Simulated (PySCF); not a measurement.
Isomers of C5H7N3O, mass 125.059 u with the commonest isotopes. Method used: CAM-B3LYP/def2-SVPD in PySCF (dipole) on a GFN2-xTB geometry, gas phase. One conformer each, none proved a minimum here; rigid rotors.

Question: Order these by rotational constant C, smallest first.
A. `[CH3:1][CH2:2][n:3]1[n:4][n:5][cH:6][c:7]1[CH:8]=[O:9]` with C1–C2–N3–N4 -96°, C6–C7–C8–O9 178°
B. `[CH3:1][CH2:2][n:3]1[n:4][cH:5][c:6]([CH:7]=[O:8])[n:9]1` with C1–C2–N3–N4 -86°, C5–C6–C7–O8 0°
C. `[CH3:1][C:2](=[O:3])[c:4]1[n:5][n:6][cH:7][n:8]1[CH3:9]` with C1–C2–C4–N5 0°
D. `[CH3:1][c:2]1[n:3][n:4][n:5]([CH3:6])[c:7]1[CH:8]=[O:9]` with N5–C7–C8–O9 0°

Answer: B (840.8 MHz), D (1016 MHz), C (1038 MHz), A (1089 MHz).

Question: Order these by out-of-plane moment Σ m c² = (Ia + Ib − Ic)/2, largest first.
A. `[CH3:1][CH2:2][n:3]1[n:4][cH:5][c:6]([CH:7]=[O:8])[n:9]1` with C1–C2–N3–N4 -86°, C5–C6–C7–O8 0°
B. `[CH3:1][C:2](=[O:3])[c:4]1[n:5][n:6][cH:7][n:8]1[CH3:9]` with C1–C2–C4–N5 0°
C. `[CH3:1][CH2:2][n:3]1[n:4][n:5][cH:6][c:7]1[CH:8]=[O:9]` with C1–C2–N3–N4 -96°, C6–C7–C8–O9 178°

Answer: A (22.28 u·Å²), C (19.80 u·Å²), B (3.11 u·Å²).

Question: Order these by rotational constant B, smallest first.
A. `[CH3:1][c:2]1[n:3][n:4][n:5]([CH3:6])[c:7]1[CH:8]=[O:9]` with N5–C7–C8–O9 0°
B. `[CH3:1][CH2:2][n:3]1[n:4][n:5][cH:6][c:7]1[CH:8]=[O:9]` with C1–C2–N3–N4 -96°, C6–C7–C8–O9 178°
C. `[CH3:1][C:2](=[O:3])[c:4]1[n:5][n:6][cH:7][n:8]1[CH3:9]` with C1–C2–C4–N5 0°
D. `[CH3:1][CH2:2][n:3]1[n:4][cH:5][c:6]([CH:7]=[O:8])[n:9]1` with C1–C2–N3–N4 -86°, C5–C6–C7–O8 0°

Answer: D (922.0 MHz), C (1632 MHz), A (1702 MHz), B (1758 MHz).

```tsv
SMILES	point group	Ia (u·Å²)	Ib (u·Å²)	Ic (u·Å²)	κ	μa (D)	μb (D)	μc (D)
CC(=O)c1nncn1C	Cs	183.37	309.64	486.79	-0.31	0.85	3.08	0.00
Cc1nnn(C)c1C=O	Cs	206.74	296.94	497.40	-0.04	0.33	1.59	0.01
CCn1nncc1C=O	C1	216.40	287.43	464.23	0.07	1.39	0.87	0.18
CCn1ncc(C=O)n1	C1	97.47	548.15	601.05	-0.96	4.09	0.78	0.44
```
